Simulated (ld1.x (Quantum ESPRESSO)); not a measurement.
## Hg (Z = 80): one change to a PAW potential, before and after

- Element: Hg (Z = 80)
- Generator: ld1.x (Quantum ESPRESSO) 7.5
- Type: PAW
- Functional: LDA (PZ)
- Relativity: scalar-relativistic
- Frozen core: [Xe] 4f14
- Valence charge: 12
- Reference configuration: 5d10 6s2 6p0
- Partial waves: 6s (bound): rcut 1.45, rcutus 2.00 bohr; 6s channel at 0.2 Ry: rcut 1.45, rcutus 2.00 bohr; 6p (bound, empty): rcut 2.90, rcutus 3.20 bohr; 6p channel at 2.1 Ry: rcut 2.90, rcutus 3.20 bohr; 5d (bound): rcut 1.90, rcutus 2.45 bohr; 5d channel at -0.15 Ry: rcut 1.90, rcutus 2.45 bohr
- Local potential: all-electron potential smoothed inside 1.75 bohr (lloc = -1)
- Core correction: a·sin(br)/r model core, default radius (core density twice the valence density)
- Augmentation charge: GAUSS, radius 1.60 bohr

All-electron outer shells of the reference configuration (LDA (PZ), scalar-relativistic, ld1.x):

```json
{"shell": "4f", "level (eV)": "-96.34", "outermost node (bohr)": "–", "outermost maximum (bohr)": "0.37"}
{"shell": "5p", "level (eV)": "-66.76", "outermost node (bohr)": "0.51", "outermost maximum (bohr)": "0.92"}
{"shell": "5d", "level (eV)": "-10.07", "outermost node (bohr)": "0.55", "outermost maximum (bohr)": "1.17"}
{"shell": "6s", "level (eV)": "-7.13", "outermost node (bohr)": "1.08", "outermost maximum (bohr)": "2.21"}
{"shell": "6p", "level (eV)": "-1.19", "outermost node (bohr)": "1.27", "outermost maximum (bohr)": "3.26"}
```

Change: core correction a·sin(br)/r model core inside 2.06 bohr.

Cutoffs: the cutoffs (Ry, on a coarse ladder) from which the occupation-weighted sum of valence levels, in a spherical-Bessel basis at the reference potential, stays within 10 and 1 mRy of its value at 400 Ry; they do not see the model core or the augmentation charge, which bear on the density cutoff. Errors are all-electron minus pseudo energies relative to the spin-unpolarised reference configuration.

Task: How do hardness, ghosts and transferability respond?

Result: The potential gets neither clearly harder nor softer (18 Ry and 30 Ry → 18 Ry and 30 Ry); both files keep a bound ghost (s); of the 8 tests that both files solve, the error grows in 3 and shrinks in 1 by more than 15 % and 0.3 meV (median size 4.4 → 5.1 meV). The default core radius of the base comes out at 0.98 bohr. A wider model core is smoother and lowers the density cutoff, which this test does not measure.

| quantity | base | changed |
| --- | --- | --- |
| cutoff, loose | 18 Ry | 18 Ry |
| cutoff, tight | 30 Ry | 30 Ry |
| bound ghosts | s | s |
| tests counted (converged, no solver errors) | 8 of 9 | 8 of 9 |
| error for 5d10 6s1 6p0, meV [ΔE 11.05 eV] | -2.5 | -2.8 |
| error for 5d10 6s0 6p0, meV [ΔE 30.44 eV] | -5.7 | -6.9 |
| error for 5d9 6s0 6p0, meV [ΔE 66.26 eV] | -9.7 | -25 |
| error for 5d10 6s1.5 6p0, meV [ΔE 4.53 eV] | -1.3 | -1.4 |
| error for 5d10 6s0 6p1, meV [ΔE 18.59 eV] | -2.4 | -2.7 |
| error for 5d9 6s2 6p0, meV [ΔE 15.73 eV] | +54 | +38 |
| error for 5d10 6s1 6p0 (spin-polarised), meV [ΔE 10.89 eV] | -3.2 | -3.4 |
| error for 5d9 6s0 6p0 (spin-polarised), meV [ΔE 66.10 eV] | -11 | -24 |
| s: phases at 3.49 bohr within 0.05 rad from the reference energy up to (Ry; the scan ends near 5) | to the end of the scan | to the end of the scan |
| p: phases at 3.49 bohr within 0.05 rad from the reference energy up to (Ry; the scan ends near 5) | 2.8 | 2.8 |
| d: phases at 3.49 bohr within 0.05 rad from the reference energy up to (Ry; the scan ends near 5) | 0.7 | 0.7 |
| lowest overlap eigenvalue by channel | s 0.52, p 0.44, d 0.14 | s 0.52, p 0.44, d 0.14 |

Base: Tests not counted: 5d8 6s0 6p0 (solver errors, printed error -576 eV). Changed file: Tests not counted: 5d8 6s0 6p0 (solver errors, printed error -576 eV). A true bound ghost makes a file unfit for plane-wave use even where its test errors are small: the radial tests pick states by their node count and pass the ghost by. Where a test does run into it, the solver fails or the error is huge.
